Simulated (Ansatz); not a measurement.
Cost and result up the ladder for the cluster Au₂O (3 atoms). Total charge 0; singlet. Geometry: r2SCAN-D4/def2-TZVP.

```tsv
atom	x (Å)	y (Å)	z (Å)
Au1	1.403	-0.650	0.108
Au2	-1.439	0.157	0.555
O3	0.036	0.493	-0.662
```

Ansatz on 2 threads of Arm Neoverse V1 on a shared host. Times are rough, and most runs start from the orbitals of an earlier one. ωB97M-V/def2-TZVP serves as the yardstick here, not as an exact answer. Differences are given only for rows in sets of like size (and for xTB, whose basis is part of the method), since another set adds its own error. Binding counts from free atoms at the same level (Au doublet, O triplet; other spins of the atoms weren't run), without zero-point energy or a counterpoise term.

In the def2 sets Au takes a core potential; there is no spin–orbit coupling. Correlated methods freeze 1 core orbital; core or outer-core shells of Au are correlated, in sets that lack core-valence functions. The structure comes from a short search, and lower isomers may exist.

Run but left out: BHLYP-D4/def2-TZVP, B2PLYP/def2-TZVP (restricted singlet, unstable in another Hartree–Fock run and untested here); MP2/def2-TZVP, CCSD(T)/def2-TZVPP (restricted singlet, unstable towards broken spin symmetry).

Correlated methods converge slowly with the basis.

```tsv
level	functions	wall time	binding energy per atom (eV)	difference from ωB97M-V/def2-TZVP (eV)
PBE-D4/def2-SVP	78	1.1 s	1.62	–
PBE-D4/def2-TZVP	111	1.5 s	1.62	0.34
PBE0-D4/def2-SVP	78	1.7 s	1.26	–
PBE-D4/def2-TZVPD	126	1.9 s	1.64	0.36
PBE0-D4/def2-TZVPD	126	2.5 s	1.30	0.02
PBE0-D4/def2-TZVP	111	3.1 s	1.28	0.00
r2SCAN-D4/def2-TZVP	111	3.7 s	1.51	0.23
r2SCAN0-D4/def2-TZVP	111	4.2 s	1.20	-0.09
r2SCAN-D4/def2-TZVPD	126	4.3 s	1.54	0.25
r2SCANh-D4/def2-TZVP (with forces)	111	4.7 s	1.38	0.10
RPA@PBE/def2-TZVP	111	4.7 s	1.28	0.00
ωB97M-V/def2-TZVP	111	7 s	1.28	0.00
```
